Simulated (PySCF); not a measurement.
## Trend along the fifth-period p block: MN cations

CCSD(T) with double-zeta basis sets in PySCF, for the lowest determinant that a PBE0 search found; no spin–orbit coupling. De refers to high-spin ground-configuration atoms (the charge goes to the atom of lower measured ionisation energy or higher electron affinity, which is not always the lowest computed limit).

| M | basis | reference, frozen orbitals | charged atom | state (unpaired electrons) | Re (Å) | ωe (cm⁻¹) | De (eV) |
| --- | --- | --- | --- | --- | --- | --- | --- |
| In | cc-pVDZ-PP/cc-pVDZ | UHF, 5 | In+ | quartet (σ ↑, π ↑↑) | 3.199 | 80.2 | 0.09 |
| Sn | def2-SVP | ROHF, 5 | Sn+ | triplet (π ↑↑) | 2.174 | 481 | 0.99 |
| Te | aug-cc-pVDZ-PP/aug-cc-pVDZ | RHF, 5 | Te+ | singlet (closed shell) | 1.844 | 838 | 2.56 |

The shortest bond is that of TeN⁺ (1.844 Å), the longest that of InN⁺ (3.199 Å). TeN⁺ is bound most strongly (2.56 eV) and InN⁺ least (0.09 eV).

The rows differ in basis set, which adds steps of its own.

The state changes along the series, so neighbouring rows are not always alike in their bonding.

Correlated steps freeze 5 core orbitals. UHF and ROHF references stand side by side, which adds small steps between rows. Weak bonds: InN⁺. Basis-set superposition, not corrected here, can be much of De in a small basis, most of all at correlated wavefunction levels. Spin–orbit coupling is left out, which matters for elements this heavy, above all for dissociation energies. For an ion De counts to the pair picked by the measured ionisation energies or electron affinities, which need not be the lowest pair at this level. Where the molecule has an RHF reference, its open-shell atoms are computed with UHF. The CCSD T1 diagnostic is raised in TeN⁺, a sign that a single reference may not be enough there. States were picked by a PBE0 search and need not be the measured ground states.
